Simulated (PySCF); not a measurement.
**CoSBr, singlet: structure and spectrum**

Method: PySCF, B3LYP, basis Co def2-SVP, S def2-SVP, Br def2-SVP (no relativity, density fitting).

The structure is a higher-order saddle point with 2 imaginary modes (one degenerate set).

```xyz
3
charge 0 multiplicity 1, angstrom
Co    0.0000    0.0000   -0.6648
S     0.0000    0.0000   -2.6019
Br    0.0000    0.0000    1.5505
```

| Quantity | Value |
| --- | --- |
| Point group | C∞v |
| Bond lengths | Co–Br 2.215 Å, Co–S 1.937 Å |
| Bond angles | Br–Co–S 180.0° |
| Zero-point energy (real modes) | 5.3 kJ/mol |
| Atomisation energy without zero-point energy | 445 kJ/mol |
| Rotational constants | 0.039 cm⁻¹ |
| Principal quadrupole moments (Buckingham, traceless) about the centre of mass | -3.55, 1.78, 1.78 D Å |
| Highest occupied level | -7.65 eV |
| Principal polarisabilities | 30.6, 30.6, 114.8 bohr³ |
| Lowest empty level | -4.68 eV |
| Dipole moment | 0.56 D |

Harmonic modes (masses in u: Co 58.933, S 31.972, Br 78.918):
```csv
symmetry,ω (cm⁻¹),"IR (km/mol, summed over degenerate members)",μ (u),type
π,41i,–,47.61,bend
σ+,285,17.7,54.37,stretch
σ+,602,76.1,40.23,stretch
```

In C∞v the vibrations span π + 2σ+.

Charges (e):
```tsv
atom	Mulliken	Löwdin	polar tensor	Mayer order to Co1
Co1	0.35	0.02	0.89	–
S2	-0.12	0.07	-0.38	2.42
Br3	-0.23	-0.08	-0.51	1.19
```

Mulliken populations on Co1: s 6.71, p 12.48, d 7.46, f 0.00.

Outer orbital energies (eV). occupied: -9.21, -9.21, -8.84, -8.25, -8.25, -7.73, -7.73, -7.65; empty: -4.68, -4.68, -0.01, 2.17.

This need not be the most stable arrangement of these atoms. At this level a quintet minimum of C∞v symmetry lies 172 kJ/mol below this structure. At the minimum of this search the closed-shell solution is unstable towards spin polarisation, so a lower open-shell solution exists.

The final relaxation and frequency run took about 50 core-seconds on a shared host.
